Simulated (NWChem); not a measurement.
PbBrCl, singlet; SMILES [Pb]([Cl])[Br]

All runs: NWChem. Low-valent species are run as closed-shell singlets; no triplet was tried in these runs. All runs use the structure optimised with PBE0/def2-SVP. def2 effective core potentials on Pb; no spin-orbit coupling. Level r2SCAN/def2-SVP: energy and gradient on several grids; changes count from the extra-fine grid, which is no exact limit either.

```
grid     size of the energy change (μHa)  largest change of a gradient component (μHa/bohr)
-------  -------------------------------  -------------------------------------------------
xcoarse                             2000                                                300
coarse                                30                                               < 30
medium                              < 10                                               < 30
fine                                < 10                                               < 30
xfine                               < 10                                               < 30
```
